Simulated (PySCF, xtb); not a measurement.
C4H9FSi, SMILES C[SiH](C)/C=C\F.

GFN2-xTB (xtb 6.7.1) at its own geometry gives an orbital gap of 4.44 eV and a dipole moment of 1.23 D.

Coordinates come from a PBE0-D3(BJ)/def2-SVP optimisation. The structure was generated by enumeration; whether it is a known compound was not checked. The values are those of a single conformer.

Q: What does PBE/def2-TZVP run with PySCF give? (An estimate is asked for; the answer gives what the named calculation found.)

A: gap 5.07 eV (levels -6.31 and -1.24 eV), dipole 0.61 D.
